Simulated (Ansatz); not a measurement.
Computed with Ansatz on PBE0-D4/def2-TZVP structures; ΔE is electronic, products minus reactants. CCSD(T)/CBS is the MP2 limit (def2-TZVPP, def2-QZVPP) plus CCSD(T) − MP2 in def2-TZVPP, frozen cores. This one scheme is used for every species. DFT in def2-TZVPP. HSE06 is defined as in plane-wave codes. For Mg outer-core shells are correlated without core-valence functions, which leaves a few kJ/mol of doubt a bond. Each species was taken in one conformer, which may not be the lowest.

Reaction (ligand exchange at a Mg–S bond): `C[S][Mg][NH2]` + CH₃OH → `C[O][Mg][NH2]` + CH₃SH

```
          level  ΔE (kJ/mol)  difference from CCSD(T)/CBS
        PBE0-D4          4.9                          8.1
     r2SCANh-D4         -1.2                          2.0
         B2PLYP         -6.0                         -2.8
       PBE-QIDH          1.4                          4.6
        r2SCANh         -1.5                          1.7
          HSE06          4.9                          8.1
        LC-ωPBE         -5.3                         -2.1
    HF/def2-SVP        -14.2                        -11.0
CCSD/def2-TZVPP         -4.2                         -1.0
 MP2/def2-QZVPP         -5.2                         -2.0
    CCSD(T)/CBS         -3.2                            0
```

Largest T1 diagnostic among the species: 0.010.

Leaving LDA and LC-ωPBE aside and taking each functional with its dispersion term where it has one, the values, not all of them listed here, spread over 15.3 kJ/mol, from CAM-B3LYP-D4 to HSE06-D4. LDA lies −4.2 kJ/mol from PBE without D4. At CCSD(T), def2-SVP lies −13.9 kJ/mol from the extrapolated value and def2-TZVPP +0.9 kJ/mol.
